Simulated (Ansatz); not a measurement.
`F[SiH2][SbH2]` + H₂ → `[SbH3]` + `F[SiH3]` at 400 K and 1 bar (hydrogenolysis of the Sb–Si bond).

Calculated with Ansatz (gas phase, PBE0-D4/def2-TZVP geometries, no zero-point term in ΔE). CCSD(T)/CBS is the MP2 limit (def2-TZVPP, def2-QZVPP) plus CCSD(T) − MP2 in def2-TZVPP, frozen cores. This one scheme is used for every species. def2 core potentials past Kr. For Sb outer-core shells are correlated without core-valence functions, which leaves a few kJ/mol of doubt a bond.

```tsv
species	CCSD(T)/CBS energy (Eh)	H − E (kJ/mol)	S (J/(mol·K))
`F[SiH2][SbH2]`	-631.33896	114.4	355.3
H₂	-1.17544	38.0	139.0
`[SbH3]`	-241.78682	65.3	245.6
`F[SiH3]`	-390.72345	88.0	253.8
```

H − E and S are ideal-gas, rigid-rotor, harmonic terms from PBE0-D4/def2-TZVP, for one conformer and one mirror image of each species. The MP2-based limit puts H₂ 0.8 mEh under its directly extrapolated value; such offsets cancel only in part. 1 Eh = 2625.50 kJ/mol, R = 8.31446 J/(mol·K).

Problem. By hand: ΔE, ΔH, ΔS and ΔG.

Solution. ΔE = (-241.78682) + (-390.72345) − (-631.33896) − (-1.17544) = 0.00413 Eh = 10.8 kJ/mol. Δ(H − E) = 65.3 + 88.0 − 114.4 − 38.0 = 0.9, so ΔH = 11.7 kJ/mol. ΔS = 245.6 + 253.8 − 355.3 − 139.0 = 5.1 J/(mol·K). ΔG = 11.7 − 400 × (5.1)/1000 = 9.7 kJ/mol.

Problem. By hand: the equilibrium constant, and the temperature at which ΔG would vanish if ΔH and ΔS stayed fixed.

Solution. log₁₀ K = −ΔG/(RT ln 10) = -1.3. ΔG = 0 at ΔH/ΔS = 2294 K, though so small a ΔS makes that figure unsure.

The number of gas molecules stays the same, so ΔS is small and ΔH decides. A doubt of 5 kJ/mol in ΔE shifts log₁₀ K by 0.7 here. Other conformers and mirror images would add mixing entropy, several J/(mol·K) or more a flexible species. These are equilibria of isolated gas molecules and say nothing of rates. Largest T1 diagnostic: 0.014 (customary marks: 0.02 for closed shells, 0.045 for open ones).
